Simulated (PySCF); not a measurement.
Two-component Hartree-Fock for Tb(61+) (terbium, charge +61)

Start: [He] 2s2. Calculated with PySCF 2.14 in an uncontracted even-tempered set (17 s from 11 bohr⁻², ratio 2.6; 13 p from 14 bohr⁻², ratio 2.6; 7 d from 14 bohr⁻², ratio 2.8; 4 f from 270 bohr⁻², ratio 2.8): generalised Hartree-Fock with the X2C-1e Hamiltonian and a Gaussian nucleus; spin-orbit coupling (SO) screened by Boettger's factors.

```tsv
spinor shell	electrons	ε, screened SO (eV)	weight of nominal j (screened SO)	rms radius, screened SO (bohr)
1s1/2	2	-59102.2	1.000	0.0243
2s1/2	2	-14451.4	1.000	0.0941
```

```
   quantity  screened SO
E (hartree)  -5519.31058
        M_J            0
       ⟨J²⟩        0.000
       ⟨L²⟩        0.000
       ⟨S²⟩        0.000
```

Breit and QED terms are absent; they matter most for the inner s and p1/2 levels.

Densities and radii are taken from the X2C orbitals without a picture-change correction, which distorts them close to the nucleus.
